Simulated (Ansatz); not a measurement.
Input file for Ansatz (a first-principles code): U-PBE0/def2-TZVPP on CdO+, 2S+1 = 4, a spin state set in the input, which need not be the lowest. Charge +1. Elements past Kr take the def2 small-core potentials; no spin–orbit coupling.

Ansatz 0.2 input:
```yaml
crystal:
  periodic: [false, false, false]
  atoms:
    - {symbol: Cd, position_ang: [0.00000000, 0.00000000, 0.00000000]}
    - {symbol: O, position_ang: [0.00000000, 0.00000000, 1.99500000]}
basis:
  gaussian:
    orbitals: def2-TZVPP
hamiltonian:
  xc: {name: PBE0}
total_charge: 1
magnetization: {spin_polarized: true, initial_magnetization: 3}
relax: {f_tol: 0.002, max_steps: 120}
```

Output:

```
WARN ansatz: RAYON_NUM_THREADS=1 ignored (pool sized by the plan → 1); use --threads N
Functional definition: PBE0
integrals: 0.02 GiB planned
560 factors; their error is unknown
mean field: 0.25 GiB planned
mean field evaluation 1: about -6527.2590 eV, gradient 1.2e2 eV
mean field evaluation 2: about -6193.4027 eV, gradient 2.0e2 eV
mean field evaluation 4: about -6595.2598 eV, gradient 2.4e1 eV
mean field evaluation 8: about -6596.7082 eV, gradient 7.5e-1 eV
mean field evaluation 16: about -6596.7942 eV, gradient 2.9e-5 eV
mean field evaluation 32: about -6597.5636 eV, gradient 9.0e-6 eV
mean field -6597.56357796 eV, -242.4559895008 hartree, gradient 4.8e-6 eV, S^2 3.755764; 4 other end points of the search recorded, 0 dependent functions left out
the calculation of the forces begins
reference -6597.56360883 eV, -242.4559906353 hartree; 15, 12 occupied and 72, 75 virtual orbitals, 560 factors
relax step   1: F+E_penalty+E_count = -6597.56357796 eV  Δ(F+E_penalty+E_count) = +0.000e0 eV  max|allowed force component| = 4.002e0 eV/Å  Δτ_max = 0.0000 Å  (168 SCF iters, accepted)
these checks for a lower state are left out or cut short: starts, cluster_reference, orbital_swaps, neighbouring_geometries, increment
integrals: 0.02 GiB planned
560 factors; their error is unknown
mean field: 0.25 GiB planned
mean field evaluation 64: about -6598.0874 eV, gradient 1.7e-5 eV
mean field -6598.08743073 eV, -242.4752407351 hartree, gradient 1.7e-5 eV, S^2 3.755832; 0 other end points of the search recorded, 0 dependent functions left out
the calculation of the forces begins
reference -6598.08746210 eV, -242.4752418879 hartree; 15, 12 occupied and 72, 75 virtual orbitals, 560 factors
relax step   2: F+E_penalty+E_count = -6598.08743073 eV  Δ(F+E_penalty+E_count) = -5.239e-1 eV  max|allowed force component| = 1.722e0 eV/Å  Δτ_max = 0.0960 Å  (53 SCF iters, accepted)
these checks for a lower state are left out or cut short: starts, cluster_reference, orbital_swaps, neighbouring_geometries, increment
integrals: 0.02 GiB planned
560 factors; their error is unknown
mean field: 0.25 GiB planned
mean field -6598.31966563 eV, -242.4837752101 hartree, gradient 1.6e-5 eV, S^2 3.756125; 0 other end points of the search recorded, 0 dependent functions left out
the calculation of the forces begins
reference -6598.31969747 eV, -242.4837763804 hartree; 15, 12 occupied and 72, 75 virtual orbitals, 560 factors
relax step   3: F+E_penalty+E_count = -6598.31966563 eV  Δ(F+E_penalty+E_count) = -2.322e-1 eV  max|allowed force component| = 4.375e-1 eV/Å  Δτ_max = 0.1175 Å  (54 SCF iters, accepted)
these checks for a lower state are left out or cut short: starts, cluster_reference, orbital_swaps, neighbouring_geometries, increment
integrals: 0.02 GiB planned
560 factors; their error is unknown
mean field: 0.24 GiB planned
mean field -6598.34117992 eV, -242.4845658459 hartree, gradient 1.4e-5 eV, S^2 3.756322; 0 other end points of the search recorded, 0 dependent functions left out
the calculation of the forces begins
reference -6598.34121141 eV, -242.4845670029 hartree; 15, 12 occupied and 72, 75 virtual orbitals, 560 factors
relax step   4: F+E_penalty+E_count = -6598.34117992 eV  Δ(F+E_penalty+E_count) = -2.151e-2 eV  max|allowed force component| = 1.713e-1 eV/Å  Δτ_max = 0.1570 Å  (43 SCF iters, accepted)
these checks for a lower state are left out or cut short: starts, cluster_reference, orbital_swaps, neighbouring_geometries, increment
integrals: 0.02 GiB planned
560 factors; their error is unknown
mean field: 0.24 GiB planned
mean field -6598.35232768 eV, -242.4849755183 hartree, gradient 1.6e-5 eV, S^2 3.756254; 0 other end points of the search recorded, 0 dependent functions left out
the calculation of the forces begins
reference -6598.35235945 eV, -242.4849766859 hartree; 15, 12 occupied and 72, 75 virtual orbitals, 560 factors
relax step   5: F+E_penalty+E_count = -6598.35232768 eV  Δ(F+E_penalty+E_count) = -1.115e-2 eV  max|allowed force component| = 8.027e-2 eV/Å  Δτ_max = 0.0898 Å  (46 SCF iters, accepted)
these checks for a lower state are left out or cut short: starts, cluster_reference, orbital_swaps, neighbouring_geometries, increment
integrals: 0.02 GiB planned
560 factors; their error is unknown
mean field: 0.24 GiB planned
mean field evaluation 96: about -6598.2691 eV, gradient 9.2e-1 eV
mean field -6598.35401449 eV, -242.4850375075 hartree, gradient 2.1e-5 eV, S^2 3.756280; 0 other end points of the search recorded, 0 dependent functions left out
the calculation of the forces begins
reference -6598.35404621 eV, -242.4850386733 hartree; 15, 12 occupied and 72, 75 virtual orbitals, 560 factors
relax step   6: F+E_penalty+E_count = -6598.35401449 eV  Δ(F+E_penalty+E_count) = -1.687e-3 eV  max|allowed force component| = 6.139e-3 eV/Å  Δτ_max = 0.0200 Å  (46 SCF iters, accepted)
these checks for a lower state are left out or cut short: starts, cluster_reference, orbital_swaps, neighbouring_geometries, increment
integrals: 0.02 GiB planned
560 factors; their error is unknown
mean field: 0.24 GiB planned
mean field -6598.35402556 eV, -242.4850379143 hartree, gradient 2.1e-5 eV, S^2 3.756282; 0 other end points of the search recorded, 0 dependent functions left out
the calculation of the forces begins
reference -6598.35405728 eV, -242.4850390799 hartree; 15, 12 occupied and 72, 75 virtual orbitals, 560 factors
relax step   7: F+E_penalty+E_count = -6598.35402556 eV  Δ(F+E_penalty+E_count) = -1.107e-5 eV  max|allowed force component| = 4.478e-4 eV/Å  Δτ_max = 0.0020 Å  (46 SCF iters, accepted)
integrals: 0.02 GiB planned
560 factors; their error is unknown
mean field: 0.24 GiB planned
mean field evaluation 128: about -6515.7073 eV, gradient 1.0e2 eV
mean field evaluation 160: about -6598.3469 eV, gradient 1.8e0 eV
mean field -6598.35402556 eV, -242.4850379143 hartree, gradient 2.1e-5 eV, S^2 3.756282; 4 other end points of the search recorded, 0 dependent functions left out
the calculation of the forces begins
reference -6598.35405728 eV, -242.4850390799 hartree; 15, 12 occupied and 72, 75 virtual orbitals, 560 factors
Total energy: -6598.35405728 eV, -242.4850390799 hartree
Atom 0 at     0.000000    -0.000000    -0.302613 Å, force    -0.000000     0.000000     0.000448 eV/Å
Atom 1 at    -0.000000     0.000000     2.297613 Å, force     0.000000    -0.000000    -0.000448 eV/Å
Dipole moment:    -0.000000    -0.000000     0.023237 e Å
```

Self-consistency was reached.

Cost: around 12 core-seconds (rough).
